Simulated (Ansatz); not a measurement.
Total energies of Si(NCS)H3 (CH₃NSSi) from Ansatz at PBE0-D4/def2-TZVP, gas phase (1 Eh = 27.2114 eV = 2625.5 kJ/mol). The reference geometry is relaxed at PBE-D4/def2-SVP.

```csv
state,geometry,energy (Eh)
charge 0 singlet,reference,-782.05481
charge 1 doublet,reference,-781.70120
charge 1 doublet,relaxed at PBE-D4/def2-SVP,-781.70705
free Si atom (triplet),–,-289.24943
free N atom (quartet),–,-54.54382
free C atom (triplet),–,-37.80537
free S atom (triplet),–,-397.97371
free H atom (doublet),–,-0.50104
```

**Question.** Work out the vertical ionisation energy to the doublet.

**Answer.** E(charge 1 doublet) − E(charge 0 singlet) = -781.70120 − (-782.05481) = 0.35361 Eh = 9.62 eV. For comparison, −ε of the highest occupied level is 7.54 eV at this level, 2.08 eV less.

**Question.** How much does the charge 1 doublet relax, and what is the adiabatic ionisation energy?

**Answer.** Relaxation: -781.70120 − (-781.70705) = 0.00585 Eh = 0.16 eV. Adiabatic ionisation energy: 0.34776 Eh = 9.46 eV, without zero-point energy. 

**Question.** What is the binding energy per atom against free atoms?

**Answer.** Atoms: 1 × (-289.24943) + 1 × (-54.54382) + 1 × (-37.80537) + 1 × (-397.97371) + 3 × (-0.50104) = -781.07545 Eh. Binding: -781.07545 − (-782.05481) = 0.97936 Eh = 26.65 eV, or 3.81 eV for each of 7 atoms (no zero-point energy, no counterpoise term).
